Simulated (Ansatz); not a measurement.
Program: Ansatz. Geometries: PBE0-D4/def2-TZVP. ΔE: electronic, gas phase. CCSD(T)/CBS is the MP2 limit (def2-TZVPP, def2-QZVPP) plus CCSD(T) − MP2 in def2-TZVPP, frozen cores. DFT in def2-TZVPP. B3LYP here is the variant with VWN-RPA as its local correlation; programs differ in this. For Ge outer-core shells are correlated without core-valence functions, which leaves a few kJ/mol of doubt a bond. Scalar relativity is left out up to krypton. Each species was taken in one conformer, which may not be the lowest.

Consider the ligand exchange at a Ge–N bond: `C[N]([GeH3])[SiH2]O` + `C=CN[SiH2]Cl` → `C=C[N]([GeH3])[SiH2]Cl` + `CN[SiH2]O`.

Question: Is it downhill or uphill in electronic energy at CCSD(T)/CBS, and by how much? (Estimate.)

Answer: Ansatz gave: Downhill: ΔE = -3.0 kJ/mol.

Question: What do these levels give: PBE, PBE0, B3LYP, HF/def2-TZVPP, MP2/def2-QZVPP, MP2/CBS(def2)? (Estimate.)

Answer: Computed: PBE 2.2, PBE0 1.9, B3LYP 3.6, HF/def2-TZVPP 5.4, MP2/def2-QZVPP -4.0, MP2/CBS(def2) -4.6 kJ/mol.

Largest T1 diagnostic among the species: 0.012.

The D4 term adds −4.2 kJ/mol with B3LYP and −2.3 kJ/mol with PBE0; it sums over pairs of atoms, weighted by their polarisabilities, and B3LYP, whose exchange is more repulsive, gets the larger term. In def2-TZVPP, CCSD(T) changes the Hartree–Fock value by −7.1 kJ/mol (the triples alone add −1.2 kJ/mol) and MP2 by −8.6 kJ/mol.
